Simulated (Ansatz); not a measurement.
BrF₂Ge, SMILES `[F][Ge]([F])[Br]` radical, relaxed with UKS PBE-D4/def2-SVP in Ansatz 0.2.0 from a rough embedded geometry. The force threshold is 0.03 eV/Å; the program also tests the step.

The species carries charge 0 and has multiplicity 2.

Start:

```xyz
4

F    -0.043   -1.458    0.941
Ge   -0.490    0.060    0.142
F    -0.614   -0.236   -1.573
Br    1.147    1.633    0.489
```

Q: By how much does the energy fall, and how many steps does the optimiser take? (Estimate.)

A: The calculation gave: 0.03 eV, in 3 steps.

Q: Which bonds change most? (An estimate is asked.)

A: Ansatz gave: Ge2–Br4 from 2.297 to 2.345 Å; F1–Ge2 from 1.773 to 1.759 Å; Ge2–F3 from 1.745 to 1.759 Å.

Q: Give the relaxed structure. (An estimate is asked.)

A: Computed: 
```xyz
4

F    -0.046   -1.447    0.894
Ge   -0.516    0.078    0.156
F    -0.619   -0.287   -1.561
Br    1.181    1.657    0.511
```
